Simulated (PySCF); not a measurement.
# Phosphorus: a sound run and one with changed settings

Sound run: P⁺ [Ne] 3s2 3p2, P²⁺ [Ne] 3s2 3p1. All numbers are calculated (PySCF 2.14, the non-relativistic Hamiltonian (point nucleus), in def2-TZVP (5s5p2d1f, 37 functions)). In the sound run the correlated levels freeze [Ne]. The sound run starts from symmetry-adapted Hartree-Fock orbitals and uses a fine grid where one is needed.

A second run was set up differently.

```json
{"species": "P⁺", "method": "UHF", "sound run (hartree)": "-340.34566", "changed run (hartree)": "-336.62453", "converged": "yes"}
{"species": "P⁺", "method": "MN15", "sound run (hartree)": "-340.76315", "changed run (hartree)": "-336.14948", "converged": "yes"}
{"species": "P⁺", "method": "r2SCAN", "sound run (hartree)": "-340.84718", "changed run (hartree)": "-337.06976", "converged": "yes"}
{"species": "P⁺", "method": "MP2", "sound run (hartree)": "-340.40630", "changed run (hartree)": "-336.63238", "converged": "yes"}
{"species": "P⁺", "method": "CCSD(T)", "sound run (hartree)": "-340.42924", "changed run (hartree)": "-336.63868", "converged": "yes"}
{"species": "P²⁺", "method": "UHF", "sound run (hartree)": "-339.64140", "changed run (hartree)": "-335.95185", "converged": "yes"}
{"species": "P²⁺", "method": "MN15", "sound run (hartree)": "-340.03563", "changed run (hartree)": "-335.44875", "converged": "yes"}
{"species": "P²⁺", "method": "r2SCAN", "sound run (hartree)": "-340.11403", "changed run (hartree)": "-336.36451", "converged": "yes"}
{"species": "P²⁺", "method": "MP2", "sound run (hartree)": "-339.68615", "changed run (hartree)": "-335.96803", "converged": "yes"}
{"species": "P²⁺", "method": "CCSD(T)", "sound run (hartree)": "-339.70639", "changed run (hartree)": "-335.98011", "converged": "yes"}
```

Ionisation energy of P⁺:

| method | sound run (eV) | changed run (eV) |
| --- | --- | --- |
| UHF | 19.164 | 18.304 |
| MN15 | 19.797 | 19.068 |
| r2SCAN | 19.950 | 19.191 |
| MP2 | 19.596 | 18.078 |
| SCS-MP2 | 19.508 | 18.032 |
| CCSD | 19.636 | 17.921 |
| CCSD(T) | 19.670 | 17.921 |

Problem. What was changed?
A. all electrons correlated in a valence basis
B. angular grid far too coarse
C. minimal basis
D. radial grid too coarse

Solution. C. It used basis STO-3G. A minimal basis cannot let orbitals breathe on ionisation and holds almost no correlation.
